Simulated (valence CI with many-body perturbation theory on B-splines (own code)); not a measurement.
**Energy levels of Ru XI**

Computed by relativistic CI+MBPT: six valence electrons over a frozen Dirac-Fock core [Ar] 3d10, radial functions for each j: 9 s, 9 p, 8 d, 6 f, 3 g, 1 h, with the one-electron correlation potential Σ1 (screened to all orders), the two-electron term Σ2, the three-electron term Σ3, Breit, model QED; selected single and double excitations, second order for the rest, scaled by the run's own slope (own B-spline code, finite nucleus).

No measured spectrum was set against this ion. As an estimate, levels hold to about 250 cm⁻¹ or 0.2 % of their energy and the worst to 1 %, as in measured heavy ions of charge 2 to 7; those with d or f electrons hold less well. Among the levels kept, up to 1500 cm⁻¹ of a level comes from second order outside the variational space, and about a tenth of that is noise between levels of different J, which matters for small intervals.

Levels 1 to 39 of 39, with energies above the lowest level, 4s2.4p4 3P_2. "Leading %" is the weight of the configuration and term that name the level; weights of strongly mixed levels are sums over their largest components and can fall short. In the jj column 3d3/2^4 stands for four electrons in 3d with j = 3/2.

```tsv
No.	Configuration	Term	J	E (cm⁻¹)	Leading %	g	Leading jj
1	4s2.4p4	3P	2	0	83	1.428	4s^2 4p1/2^2 4p3/2^2 (92 %)
2	4s2.4p4	3P	0	20694	70		4s^2 4p1/2^2 4p3/2^2 (82 %)
3	4s2.4p4	3P	1	29668	97	1.501	4s^2 4p1/2 4p3/2^3 (97 %)
4	4s2.4p4	1D	2	46281	83	1.072	4s^2 4p1/2 4p3/2^3 (92 %)
5	4s2.4p4	1S	0	93008	69		4s^2 4p3/2^4 (82 %)
6	4s.4p5	3P°	2	275280	85	1.500	4s 4p1/2^2 4p3/2^3 (85 %)
7	4s.4p5	3P°	1	292680	78	1.461	4s 4p1/2^2 4p3/2^3 (50 %)
8	4s.4p5	3P°	0	308270	84		4s 4p1/2 4p3/2^4 (84 %)
9	4s.4p5	1P°	1	350410	63	1.038	4s 4p1/2 4p3/2^4 (45 %)
10	4s2.4p3.4d	5D°	0	383300	85		4s^2 4p1/2^2 4p3/2 4d3/2 (54 %)
11	4s2.4p3.4d	5D°	2	383450	72	1.360	4s^2 4p1/2^2 4p3/2 4d3/2 (59 %)
12	4s2.4p3.4d	5D°	3	383710	72	1.422	4s^2 4p1/2^2 4p3/2 4d3/2 (37 %)
13	4s2.4p3.4d	5D°	1	384600	89	1.475	4s^2 4p1/2 4p3/2^2 4d3/2 (41 %)
14	4s2.4p3.4d	5D°	4	387400	82	1.456	4s^2 4p1/2^2 4p3/2 4d5/2 (55 %)
15	4s2.4p3.4d	3D°	2	397860	38	1.087	4s^2 4p1/2^2 4p3/2 4d5/2 (56 %)
16	4s2.4p3.4d	3D°	3	411060	53	1.275	4s^2 4p1/2 4p3/2^2 4d5/2 (71 %)
17	4s2.4p3.4d	3D°	1	413260	91	0.555	4s^2 4p1/2 4p3/2^2 4d3/2 (42 %)
18	4s2.4p3.4d	3F°	2	415630	54	0.899	4s^2 4p1/2 4p3/2^2 4d3/2 (78 %)
19	4s2.4p3.4d	1S°	0	417020	82		4s^2 4p1/2 4p3/2^2 4d3/2 (40 %)
20	4s2.4p3.4d	3F°	3	420140	61	1.140	4s^2 4p1/2 4p3/2^2 4d3/2 (71 %)
21	4s2.4p3.4d	3F°	4	426690	50	1.188	4s^2 4p1/2 4p3/2^2 4d5/2 (59 %)
22	4s2.4p3.4d	3G°	3	427880	62	0.882	4s^2 4p1/2 4p3/2^2 4d3/2 (28 %)
23	4s2.4p3.4d	3F°	4	434000	63	1.184	4s^2 4p1/2 4p3/2^2 4d5/2 (69 %)
24	4s2.4p3.4d	3G°	5	441290	97	1.200	4s^2 4p1/2 4p3/2^2 4d5/2 (97 %)
25	4s2.4p3.4d	1G°	4	441390	71	1.024	4s^2 4p1/2 4p3/2^2 4d3/2 (72 %)
26	4s2.4p3.4d	3D°	1	447280	89	0.559	4s^2 4p1/2^2 4p3/2 4d5/2 (32 %)
27	4s2.4p3.4d	1D°	2	452290	50	0.981	4s^2 4p1/2 4p3/2^2 4d3/2 (66 %)
28	4s2.4p3.4d	3P°	0	458980	78		4s^2 4p1/2 4p3/2^2 4d5/2 (38 %)
29	4s2.4p3.4d	3P°	1	459120	71	1.438	4s^2 4p1/2 4p3/2^2 4d5/2 (28 %)
30	4s2.4p3.4d	3D°	2	466120	70	1.171	4s^2 4p1/2 4p3/2^2 4d5/2 (78 %)
31	4s2.4p3.4d	3F°	3	469960	74	1.064	4s^2 4p1/2 4p3/2^2 4d5/2 (53 %)
32	4s2.4p3.4d	3F°	2	471050	65	0.881	4s^2 4p1/2 4p3/2^2 4d5/2 (35 %)
33	4s2.4p3.4d	3D°	3	478090	60	1.204	4s^2 4p1/2 4p3/2^2 4d5/2 (64 %)
34	4s2.4p3.4d	3F°	4	482130	64	1.196	4s^2 4p3/2^3 4d5/2 (82 %)
35	4s2.4p3.4d	3P°	2	483760	59	1.320	4s^2 4p3/2^3 4d5/2 (55 %)
36	4s2.4p3.4d	1P°	1	491450	36	1.225	4s^2 4p1/2 4p3/2^2 4d3/2 (57 %)
37	4s2.4p3.4d	3P°	2	496170	77	1.443	4s^2 4p1/2 4p3/2^2 4d3/2 (40 %)
38	4s2.4p3.4d	3S°	1	497920	71	1.761	4s^2 4p1/2 4p3/2^2 4d5/2 (56 %)
39	4s2.4p3.4d	3D°	3	505270	56	1.210	4s^2 4p3/2^3 4d5/2 (47 %)
```

Names give the largest LS component (configuration and term), which can be under half, so a name can repeat, a term be missing and a line seem to break the LS rules; names also repeat where a configuration has a term twice.

The ionisation energy to 4s2.4p3 4S°_3/2 of the next ion comes out as 221.79 eV (NIST: 219.9 ± 2.4 eV (theoretical)). All 39 levels together are meant to be complete up to 510920 cm⁻¹.
